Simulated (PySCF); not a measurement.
**Assignment exercise: C6H6O**

Molfile (atoms numbered from 1):
```
C6H6O
     RDKit          3D

 13 13  0  0  0  0  0  0  0  0999 V2000
   -2.5065    0.3780    0.2088 C   0  0  0  0  0  0  0  0  0  0  0  0
   -1.5843   -0.5113   -0.1847 C   0  0  0  0  0  0  0  0  0  0  0  0
   -0.1555   -0.3056   -0.1507 C   0  0  0  0  0  0  0  0  0  0  0  0
    0.8951   -1.1149   -0.5091 C   0  0  0  0  0  0  0  0  0  0  0  0
    2.0841   -0.3717   -0.2501 C   0  0  0  0  0  0  0  0  0  0  0  0
    1.6684    0.8300    0.2442 C   0  0  0  0  0  0  0  0  0  0  0  0
    0.3246    0.8765    0.3066 O   0  0  0  0  0  0  0  0  0  0  0  0
   -2.2164    1.3576    0.5965 H   0  0  0  0  0  0  0  0  0  0  0  0
   -3.5717    0.1465    0.1521 H   0  0  0  0  0  0  0  0  0  0  0  0
   -1.8917   -1.4882   -0.5700 H   0  0  0  0  0  0  0  0  0  0  0  0
    0.8157   -2.1229   -0.9102 H   0  0  0  0  0  0  0  0  0  0  0  0
    3.1130   -0.6863   -0.4095 H   0  0  0  0  0  0  0  0  0  0  0  0
    2.1959    1.7180    0.5827 H   0  0  0  0  0  0  0  0  0  0  0  0
  1  2  2  0
  2  3  1  0
  3  4  2  0
  4  5  1  0
  5  6  2  0
  6  7  1  0
  7  3  1  0
  1  8  1  0
  1  9  1  0
  2 10  1  0
  4 11  1  0
  5 12  1  0
  6 13  1  0
M  END
```

Gas phase, non-relativistic, a single conformation. KT2/pcSseg-2 with gauge-including orbitals; PBE0-D3(BJ)/def2-SVP structure; spin–spin couplings from B3LYP/pcJ-1 (without the spin–dipole term); PySCF 2.14.

Referencing at the same level of theory: 13C (182.28 ppm), 1H (31.18 ppm) against TMS.

Problem. Assign these signals to the numbered atoms. 13C{1H} NMR (computed): δ 153.8, 140.4, 125.7, 110.5, 108.9, 108.5.

Solution. 
| δ (ppm) | atoms | environment | reason |
| --- | --- | --- | --- |
| 153.8 | C3 | substituted aromatic carbon next to the ring oxygen | – |
| 140.4 | C6 | aromatic CH next to the ring oxygen | – |
| 125.7 | C2 | alkene CH | as expected for a trigonal carbon in a double bond |
| 110.5 | C5 | aromatic CH | – |
| 108.9 | C1 | terminal =CH2 carbon | the olefinic region |
| 108.5 | C4 | aromatic CH | – |

C5 and C1; C1 and C4 lie closer than the usual error of such a calculation, so a measured spectrum could show them in the other order.

Problem. Assign these signals to the numbered atoms. 1H NMR (300 MHz, computed): δ 7.40 (d, J = 2.3 Hz, 1H), 6.50 (dd, J = 18.8, 12.5 Hz, 1H), 6.44 (dd, J = 3.8, 2.3 Hz, 1H), 6.19 (d, J = 3.8 Hz, 1H), 5.73 (dd, J = 18.8, 1.7 Hz, 1H), 5.05 (dd, J = 12.5, 1.7 Hz, 1H).

Solution. 
7.40 → H13, hydrogen on an aromatic CH next to the ring oxygen: aromatic region
6.50 → H10, hydrogen on an alkene CH: olefinic region
6.44 → H12, hydrogen on an aromatic CH: it sits in the deshielding region of the aromatic ring current
6.19 → H11, hydrogen on an aromatic CH
5.73 → H8, hydrogen on a terminal =CH2 carbon: olefinic region
5.05 → H9, hydrogen on a terminal =CH2 carbon

H10 and H12 lie closer than the usual error of such a calculation, so a measured spectrum could show them in the other order.

Splittings below 1 Hz are ignored in the labels, and close J values are merged. Unscaled 3J(H,H) at this level run about 10 % above measured values. Shifts are as computed. Against solution values, carbons near 30 ppm lie about +3 ppm off and those near 130 ppm about -1 ppm. Of 1211 compounds with measured shifts, 218 miss one by over three times the rms of a fit or turn the order of signals round; such compounds aren't used in these exercises.
